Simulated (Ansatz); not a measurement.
Isolated molecules relaxed with PBE0-D4/def2-TZVP in Ansatz; ΔE leaves out vibrations. CCSD(T)/CBS is the MP2 limit (def2-TZVPP, def2-QZVPP) plus CCSD(T) − MP2 in def2-TZVPP, frozen cores. DFT in def2-TZVPP. For Ge outer-core shells are correlated without core-valence functions, which leaves a few kJ/mol of doubt a bond. Scalar relativity is left out up to krypton. Each species was taken in one conformer, which may not be the lowest.

`[OH][GeH2][SiH2][SiH3]` + `FC1NCO1` → `FC1OCN1[SiH3]` + `[OH][GeH2][SiH3]`  (cleavage of the Si–Si bond)

Is it downhill or uphill in electronic energy at CCSD(T)/CBS, and by how much? (Estimate.)

Computed: Downhill: ΔE = -39.5 kJ/mol.

What do these levels give: r2SCAN-D4, ωB97M-V, r2SCAN, CCSD(T)/def2-TZVPP, HF/def2-QZVPP, MP2/CBS(def2)? (Best estimate.)

Ansatz gave: r2SCAN-D4 -33.1, ωB97M-V -42.9, r2SCAN -33.0, CCSD(T)/def2-TZVPP -39.4, HF/def2-QZVPP -57.8, MP2/CBS(def2) -47.1 kJ/mol.

Largest T1 diagnostic among the species: 0.013.

From PBE to PBE0 (25 % exact exchange), in def2-TZVPP and without D4, ΔE moves by −4.4 kJ/mol. In def2-TZVPP, CCSD(T) changes the Hartree–Fock value by +16.8 kJ/mol (the triples alone add +2.1 kJ/mol) and MP2 by +9.1 kJ/mol.
